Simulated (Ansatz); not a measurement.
`[F][Ag]` + `N[Si]N([SiH3])[SiH3]` → `[SiH3][N]([SiH3])[Ag]` + `N[Si]F`  (redistribution)

Computed with Ansatz on PBE0-D4/def2-TZVP structures; ΔE is electronic, products minus reactants. CCSD(T)/CBS is the MP2 limit (def2-TZVPP, def2-QZVPP) plus CCSD(T) − MP2 in def2-TZVPP, frozen cores. This one scheme is used for every species. DFT in def2-TZVPP. def2 core potentials past Kr. For Ag outer-core shells are correlated without core-valence functions, which leaves a few kJ/mol of doubt a bond. Each species was taken in one conformer, which may not be the lowest.

```json
{"level": "BLYP-D4", "ΔE (kcal/mol)": "-17.3"}
{"level": "HF/def2-SVP", "ΔE (kcal/mol)": "-15.7"}
{"level": "SCS-MP2/def2-TZVPP", "ΔE (kcal/mol)": "-21.9"}
{"level": "CCSD/def2-TZVPP", "ΔE (kcal/mol)": "-20.5"}
```

Task: What does CCSD(T)/CBS give? (Estimate.)

Result: The calculation gave: -18.6 kcal/mol. The listed levels differ from it by 1.3, 2.9, -3.3, -1.9 kcal/mol.

Task: What do rigid-rotor, harmonic-oscillator terms from PBE0-D4/def2-TZVP frequencies (298.15 K, 1 bar) make of the CCSD(T)/CBS value? (Estimate.)

Result: The calculation gave: ΔZPE = -0.6 kcal/mol, ΔH = -19.1 kcal/mol, ΔS = 32 J/(mol·K), ΔG = -21.4 kcal/mol. Modes under 50 cm⁻¹ make the entropy rough.

Largest T1 diagnostic among the species: 0.023, so the coupled-cluster value is less sure than usual.

In def2-TZVPP, CCSD(T) changes the Hartree–Fock value by −3.1 kcal/mol (the triples alone add −0.3 kcal/mol) and MP2 by −5.1 kcal/mol. The D4 term adds +1.7 kcal/mol with B3LYP and +1.0 kcal/mol with PBE0; it sums over pairs of atoms, weighted by their polarisabilities, and B3LYP, whose exchange is more repulsive, gets the larger term. Leaving LDA and LC-ωPBE aside and taking each functional with its dispersion term where it has one, the values, not all of them listed here, spread over 5.1 kcal/mol, from B2PLYP to revPBE-D4. LDA lies −1.7 kcal/mol from PBE without D4.

B3LYP here is the variant with VWN-RPA as its local correlation; programs differ in this.
